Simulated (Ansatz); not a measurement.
Ansatz results at the PBE0-D4/def2-TZVP geometry: HOMO energy (PBE0/def2-TZVPP) -7.04 eV; size of the dipole moment (ωB97M-V/def2-TZVPP) 0.80 D; HOMO energy (ωB97M-V/def2-TZVPP) -9.07 eV.

Each molecule was computed in one conformer, which needn't be the lowest.

(1) Which molecule gave them?
A. `[NH2][Sn][OH]`
B. `C[O][Sn][CH3]`
C. `[NH2][Sn][NH2]`
D. `C[S][Sn][O][SiH3]`

Results:

(1) D. The others give `[NH2][Sn][OH]`: -7.30, 2.18, -9.50; `C[O][Sn][CH3]`: -6.43, 1.43, -8.52; `[NH2][Sn][NH2]`: -6.62, 0.48, -8.95.
